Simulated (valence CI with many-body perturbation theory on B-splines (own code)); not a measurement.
# Sensitivity of CI+MBPT for Lu31+

Calculated by configuration interaction combined with many-body perturbation theory (CI+MBPT): four valence electrons over a frozen Dirac-Fock core [Kr], radial functions for each j: 6 s, 6 p, 5 d, 5 f, 1 g, with the one-electron correlation potential Σ1 (screened to all orders), the two-electron term Σ2, the three-electron term Σ3, Breit, model QED; selected single and double excitations, second order for the rest, scaled by the run's own slope (own B-spline code, finite nucleus).

No measured spectrum was set against this ion. As an estimate, large intervals hold to a few tenths of a per cent, small ones and those within an open d or f shell to about a per cent. Only levels of the ground parity were solved; by the run's estimate the other parity begins above the list, which can be wrong where configurations are misplaced.

The reference run has the lowest level (4d3/2^4) J=0 and an ionisation energy of 1243.92 eV. Its largest variational space holds 8815 state functions.

Levels are named by their leading jj configuration (3d3/2^4 stands for four electrons in 3d with j = 3/2), which in mixed levels can hold well under half, so a name can repeat and another be missing. Letters in brackets count levels of one name in rising energy.

Changed runs:
A. factor on the speed of light 1 → 100; QED terms on → off
B. Breit term on → off
C. highest l in the core sums 6 → 7
D. start configuration 4d4 → 5d4 (bad on purpose)

Excitation energies of the reference run in cm⁻¹, and shifts in cm⁻¹:

| Level | Reference | B | C |
| --- | --- | --- | --- |
| (4d3/2^3 4d5/2) J=1 | 87919 | +2488 | -5.3 |
| (4d3/2^3 4d5/2) J=2 | 124024 | +3147 | -5.5 |
| (4d3/2^3 4d5/2) J=4 | 125324 | +3278 | -4.3 |
| (4d3/2^3 4d5/2) J=3 | 135683 | +3153 | -4.9 |
| (4d3/2^2 4d5/2^2) J=0 | 203600 | +4723 | -8.8 |
| (4d3/2^2 4d5/2^2) J=2 [a] | 210854 | +4643 | -7.9 |
| (4d3/2^2 4d5/2^2) J=4 [a] | 212152 | +5619 | -9.3 |
| (4d3/2^2 4d5/2^2) J=3 [a] | 216697 | +5167 | -9.0 |
| (4d3/2^2 4d5/2^2) J=5 | 231008 | +5926 | -8.8 |
| (4d3/2^2 4d5/2^2) J=1 | 239199 | +5132 | -8.5 |
| (4d3/2^2 4d5/2^2) J=6 | 241320 | +6482 | -8.6 |
| (4d3/2^2 4d5/2^2) J=3 [b] | 253419 | +5359 | -8.0 |
| Ionisation energy (eV) | 1243.92 | +0.75 | -0.024 |

Run A ends with another lowest level, (4d3/2^2 4d5/2^2) J=0, and an ionisation energy of 1239.95 eV.

Run D: It gave no result: the start configuration must fill the lowest shells above the core. The program said: "5d is not the lowest shell of its kind above the core".
